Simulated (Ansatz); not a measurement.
Total energies of In₉N₉H₂₄, a nanocrystal cut from wurtzite InN (hydrogen-capped) from Ansatz at PBE0-D4/def2-TZVP, gas phase (1 Eh = 27.2114 eV = 2625.5 kJ/mol). The reference geometry is relaxed at PBE-D4/def2-SVP.

Cartesian coordinates in Å:
```
In 1.214 -1.830 3.821
N 2.938 -1.766 2.336
N -0.275 -0.871 2.477
In 0.220 1.225 2.089
In 2.680 -0.910 0.301
N 1.869 1.093 0.621
N -1.441 2.018 0.906
In -1.218 4.201 0.542
In 1.487 2.045 -1.307
N 0.599 4.022 -0.816
In -0.785 -2.163 0.787
N 0.965 -1.960 -0.551
N -2.372 -1.120 -0.301
In -2.042 0.955 -0.910
In 0.535 -1.167 -2.541
N -0.169 0.849 -2.080
In -3.162 -2.350 -1.976
N -1.266 -2.271 -3.232
H 1.685 -0.693 5.058
H 0.847 -3.530 3.963
H 3.719 -1.264 2.786
H 3.290 -2.729 2.225
H -1.140 -0.833 3.046
H 0.688 2.168 3.477
H 4.176 -1.011 -0.592
H 2.646 1.633 1.038
H -2.263 1.950 1.532
H -0.591 4.960 1.982
H -2.489 4.736 -0.527
H 2.863 2.245 -2.363
H 1.348 4.607 -0.415
H 0.369 4.488 -1.708
H -1.093 -3.835 1.169
H 1.295 -2.927 -0.713
H -3.159 -1.073 0.371
H -3.321 1.691 -1.837
H 1.813 -1.294 -3.722
H -0.399 1.269 -2.997
H -3.258 -4.017 -1.468
H -4.308 -1.404 -2.890
H -0.978 -3.242 -3.425
H -1.520 -1.897 -4.159
```

| state | geometry | energy (Eh) |
| --- | --- | --- |
| charge 0 singlet | reference | -2218.43280 |
| charge 1 doublet | reference | -2218.13106 |
| charge -1 doublet | reference | -2218.44803 |
| free In atom (doublet) | – | -190.11398 |
| free N atom (quartet) | – | -54.54382 |
| free H atom (doublet) | – | -0.50104 |

In the def2 sets In takes a core potential; there is no spin–orbit coupling. Single mean-field runs in def2-TZVP are fitted with def2-universal-jkfit.

Work out the vertical ionisation energy to the doublet.

E(charge 1 doublet) − E(charge 0 singlet) = -2218.13106 − (-2218.43280) = 0.30174 Eh = 8.21 eV. For comparison, −ε of the highest occupied level is 7.08 eV at this level, 1.13 eV less.

Work out the vertical electron affinity, to the doublet.

E(charge 0 singlet) − E(charge -1 doublet) = -2218.43280 − (-2218.44803) = 0.01523 Eh = 0.41 eV. The basis lacks diffuse functions, which makes affinities too small.

Give the fundamental gap IE − EA, the Mulliken electronegativity (IE + EA)/2 and the hardness (IE − EA)/2.

From the values in Eh: IE − EA = 0.30174 − 0.01523 = 0.28651 Eh = 7.80 eV; (IE + EA)/2 = 4.31 eV; (IE − EA)/2 = 3.90 eV. The HOMO–LUMO gap of the same run is 5.72 eV, 2.08 eV smaller than the fundamental gap.

What is the binding energy per atom against free atoms?

Atoms: 9 × (-190.11398) + 9 × (-54.54382) + 24 × (-0.50104) = -2213.94516 Eh. Binding: -2213.94516 − (-2218.43280) = 4.48764 Eh = 122.11 eV, or 2.91 eV for each of 42 atoms (no zero-point energy, no counterpoise term).

At PBE0-D4/def2-TZVP the highest occupied level of the charge -1 doublet lies above zero (up to 0.65 eV). By energy differences its removal costs 0.41 eV (vertical, to the charge 0 singlet, at PBE0-D4/def2-TZVP); self-interaction error and the lack of diffuse functions both raise the level.
